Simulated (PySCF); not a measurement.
Q: Write Cartesian coordinates for InChI=1S/C3H6BrF/c4-2-1-3-5/h1-3H2 as optimised with PBE0-D3(BJ)/def2-SVP.

A: 
```xyz
11
C3H6BrF angstrom
F     -1.543   -1.026    0.813
C     -1.164   -0.487   -0.394
C      0.330   -0.253   -0.416
C      0.766    0.692    0.682
Br     2.691    0.939    0.706
H     -1.717    0.459   -0.536
H     -1.459   -1.182   -1.198
H      0.850   -1.218   -0.304
H      0.613    0.149   -1.403
H      0.330    1.693    0.560
H      0.488    0.304    1.669
```

Orientation and origin are arbitrary. Atoms count from 1 in this order. Of the pairs four or more bonds apart, F1···H11 is among the closest relative to their van der Waals radii: 2.57 Å, 96 % of the sum of Bondi's values.

Bonds between heavy atoms (Å): F1–C2 1.375, C2–C3 1.513, C3–C4 1.513, C4–Br5 1.941.

Level of theory: PBE0-D3(BJ)/def2-SVP geometry optimisation, gas phase (PySCF 2.14.0).

Point group: C1 (no symmetry element, even within 0.4 Å). No frequency check. The numbers are those of one conformer (F1–C2–C3–C4 -60°, C2–C3–C4–Br5 178°).
